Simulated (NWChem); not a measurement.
System meant: AuNH₃Cl; SMILES [NH3]->[Au][Cl]

The following NWChem deck was run.

```
start job
memory heap 200 mb stack 900 mb global 1100 mb
geometry units angstroms noautoz
  Au     0.000000     0.000000     0.173812
  Cl     0.000000     0.000000    -2.078987
  N      0.000000     0.000000     2.275434
  H      0.526592    -0.789931     2.651174
  H     -0.947396    -0.061076     2.651174
  H      0.420804     0.851008     2.651174
end
basis spherical
  * library def2-svp
end
ecp
  Au library def2-ecp
end
dft
  odft
  mult 2
  xc b3lyp
  iterations 150
  mulliken
end
task dft energy
```

End of the output:

```
                                 NWChem DFT Module
                                 -----------------

 Summary of "ao basis" -> "ao basis" (spherical)
 ------------------------------------------------------------------------------
       Tag                 Description            Shells   Functions and Types
 ---------------- ------------------------------  ------  ---------------------
 Au                         def2-svp                12       32   6s3p2d1f
 Cl                         def2-svp                 8       18   4s3p1d
 N                          def2-svp                 6       14   3s2p1d
 H                          def2-svp                 3        5   2s1p

 Summary of "ao basis" -> "ao basis" (spherical)
 ------------------------------------------------------------------------------
       Tag                 Description            Shells   Functions and Types
 ---------------- ------------------------------  ------  ---------------------
 Au                         def2-svp                12       32   6s3p2d1f
 Cl                         def2-svp                 8       18   4s3p1d
 N                          def2-svp                 6       14   3s2p1d
 H                          def2-svp                 3        5   2s1p

      Symmetry analysis of basis
      --------------------------

        a1         31
        a2          2
        e          46

  Rotation of axis
  number of electrons :                   46
  multiplicity        :                    2
 ------------------------------------------------------------------------
  no. of electrons and multiplicity not compatible                  46
 ------------------------------------------------------------------------
 ------------------------------------------------------------------------
  current input line :
    24: task dft energy
 ------------------------------------------------------------------------
 ------------------------------------------------------------------------
 There is an error in the input file
 ------------------------------------------------------------------------
 For more information see the NWChem manual at https://nwchemgit.github.io

0: no. of electrons and multiplicity not compatible:Received an Error in Communication
```

### Question
What is wrong, and how is it mended?

### Answer
The input was rejected before any calculation. Cause: the multiplicity doesn't fit the number of electrons (an even count wants an odd multiplicity, and the reverse). This input runs:
```
start job
memory heap 200 mb stack 900 mb global 1100 mb
geometry units angstroms noautoz
  Au     0.000000     0.000000     0.173812
  Cl     0.000000     0.000000    -2.078987
  N      0.000000     0.000000     2.275434
  H      0.526592    -0.789931     2.651174
  H     -0.947396    -0.061076     2.651174
  H      0.420804     0.851008     2.651174
end
basis spherical
  * library def2-svp
end
ecp
  Au library def2-ecp
end
dft
  xc b3lyp
  iterations 150
  mulliken
end
task dft energy
```
It converges to -652.43914 Ha (B3LYP/def2-SVP with def2 effective core potentials on Au).
